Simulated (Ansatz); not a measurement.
`NB(F)O[SiH3]` + SiH₄ → `NB(F)[SiH3]` + `O[SiH3]`  (formal exchange of groups at a B–O bond)

Isolated molecules relaxed with PBE0-D4/def2-TZVP in Ansatz; ΔE leaves out vibrations. CCSD(T)/CBS adds triple-zeta CCSD(T) − MP2 to the extrapolated MP2 energy (def2 sets, frozen cores). This one scheme is used for every species. Functionals use def2-TZVPP. Each species was taken in one conformer, which may not be the lowest.

CCSD(T)/CBS gives +141.1 kJ/mol.

Task: Another level gave +139.9 kJ/mol. Which?
A. BLYP/def2-TZVPP
B. ωB97X-V/def2-TZVPP
C. B2PLYP/def2-TZVPP
D. BHLYP/def2-TZVPP

Result: B. ωB97X-V 139.9, B2PLYP 144.3, BLYP 133.1, BHLYP 153.9 kJ/mol.

Task: What do rigid-rotor, harmonic-oscillator terms from PBE0-D4/def2-TZVP frequencies (298.15 K, 1 bar) make of the CCSD(T)/CBS value? (Best estimate.)

Result: Ansatz gave: ΔZPE = +4.5 kJ/mol, ΔH = +145.2 kJ/mol, ΔS = 21 J/(mol·K), ΔG = +139.0 kJ/mol. Modes under 50 cm⁻¹ make the entropy rough.

Largest T1 diagnostic among the species: 0.013.

From PBE to PBE0 (25 % exact exchange), in def2-TZVPP and without D4, ΔE moves by +10.0 kJ/mol. At CCSD(T), def2-SVP lies +17.8 kJ/mol from the extrapolated value and def2-TZVPP +2.0 kJ/mol. Leaving LDA and LC-ωPBE aside and taking each functional with its dispersion term where it has one, the values, not all of them listed here, spread over 31.7 kJ/mol, from PBE-D4 to BHLYP-D4. LDA lies +10.5 kJ/mol from PBE without D4.

CCSD(T)/CBS has its own doubt, a few kJ/mol and more with outer-core shells, so smaller differences from it don't rank the levels.
